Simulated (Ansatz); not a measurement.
Species: sum formula SiN₂H₃F₂, charge -1, multiplicity 1. It need not be the lowest isomer of its formula. Whether it binds its extra electron was not tested at this geometry. 
Geometry from a B3LYP-D3(BJ)/def2-TZVP (Ansatz, a quantum-chemistry and plane-wave program) optimisation:
```xyz
8

Si    -0.1269     0.0834    -0.0075
F      0.5927    -0.4299    -1.4059
F     -0.5644    -1.3744     0.5777
N     -1.4025     1.0908    -0.0466
N      1.3008     0.5176     0.9275
H     -1.2415     2.0212    -0.4148
H      1.2742     1.4527     1.3038
H      2.2005     0.3377     0.5042
```
Charge -1, spin multiplicity 1.

Parts of the frozen-core correlation energy in cc-pV(Q+d)Z (Ansatz, hartree). Frozen orbitals: 9; correlated occupied orbitals by spin: 16 and 16; virtual: 349 and 349. Spin-orbit coupling is left out. Non-relativistic.

| term | value |
|---|---|
| reference (HF) | -598.82524 |
| MP2 opposite-spin | -0.86480 |
| MP2 same-spin | -0.28684 |
| CCSD correlation | -1.15304 |
| (T) | -0.04377 |
| T1 diagnostic | 0.012 |
| largest doubles amplitude | 0.018 |
